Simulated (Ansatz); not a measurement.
This singlet lies 1.86 eV below the relaxed triplet at the level frozen-core CCSD(T)/cc-pVTZ // PBE0-D3(BJ)/def2-SVP (Ansatz, a first-principles code).

Species: C2H6OSi, SMILES `CO[Si]C` (lower singlet; C–O–Si–C torsion 0°) (charge 0, multiplicity 1).

Question: Give a relaxed geometry from PBE0-D3(BJ)/def2-SVP (Ansatz).

Answer: Several could match; the one computed here: the end point of this relaxation, one of several conformers (outside a Z-matrix the atoms follow the SMILES, hydrogens last).
Z-matrix (Å, degrees):
```
O
C 1 1.3988
H 2 1.1026 1 109.62
H 2 1.1027 3 107.70 1 119.27
H 2 1.1033 3 108.39 4 117.04
Si 1 1.6684 2 134.86 3 -122.20
C 6 1.9186 1 102.16 2 0.02
H 7 1.1015 6 110.06 1 179.75
H 7 1.1053 8 107.73 6 122.49
H 7 1.1053 8 107.71 9 115.22
```
